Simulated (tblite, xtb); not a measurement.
CH$_{4}$AlO (SMILES [CH3][Al+][OH]), charge +1, singlet, geometry from GFN2-xTB (such geometries of metal compounds can be far from the true shape). Base run: xtb 6.7.1 with GFN1-xTB.

xtb was given this input:
```
$ xtb mol.xyz --gfn 1 --chrg 1 --json

# file mol.xyz
7

Al     0.01378599    -0.08771531     0.05941353
C     -0.23964694     1.52478693    -1.03280691
H     -0.97632662     2.17684818    -0.54640708
H     -0.60085771     1.23286648    -2.02717849
H      0.71891160     2.05116469    -1.12531413
O      0.22145958    -1.40906733     0.95442481
H      0.34525979    -2.19676333     1.48796681
```

Programs used: tblite, xtb; a row that names a program was run with it.

The base run was repeated with changes; each row names its change, and settings that it needs were set with it.

```csv
change,ΔE vs base (mEh),HOMO-LUMO gap (eV),G_solv (kcal/mol),SCF cycles
base,0.000,5.06,-,9
acc = 1000,0.000,5.06,-,6
etemp = 10000,-10.390,5.06,-,9
"program = tblite; method = gfn1; option = (--efield, 0,0,0.1)",0.657,-,-,-
acc = 30,0.000,5.06,-,8
gbsa = acetonitrile,-90.918,5.06,-57.29,9
etemp = 5000,-0.226,5.06,-,9
gbsa = thf,-84.007,5.06,-53.00,9
```

ALPB and GBSA are two models with their own fitted parameters for each solvent, which aren't always the measured dielectric constant.
